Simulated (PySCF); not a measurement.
Sn(nBu)(Cl)3 (C4H9Cl3Sn), SMILES [Cl][Sn]([CH2]CCC)([Cl])[Cl]. Geometry optimised at B3LYP-D3(BJ)/def2-SVP. The isomer is the one that the SMILES or the coordinates give; other isomers of the formula were not compared. The def2 effective core potentials stand for the cores of Sn; spin–orbit coupling is left out. One conformer was computed; it need not be the lowest.

**Question.** Give the equilibrium geometry at B3LYP-D3(BJ)/def2-SVP (PySCF confirms it by a frequency run) as a Z-matrix. (An estimate is asked for; the answer gives what the named calculation found.)

**Answer.** This is not unique; one that fits is 
```
C
H 1 1.1033
H 1 1.1058 2 106.05
C 1 1.5258 2 109.77 3 -116.32
H 4 1.0999 1 113.28 2 56.48
H 4 1.1011 5 108.59 1 -126.02
C 1 1.5303 2 109.35 3 117.68
H 7 1.1045 1 109.29 2 178.04
H 7 1.1051 8 105.89 1 117.71
C 7 1.5265 8 110.14 9 117.59
H 10 1.1007 7 111.36 8 -57.59
H 10 1.1022 11 107.68 7 121.88
H 10 1.1025 11 107.72 12 115.82
Sn 4 2.1663 5 104.78 6 -111.71
Cl 14 2.3572 4 113.37 5 145.31
Cl 14 2.3573 4 112.36 5 24.08
Cl 14 2.3622 4 110.12 5 -95.05
```
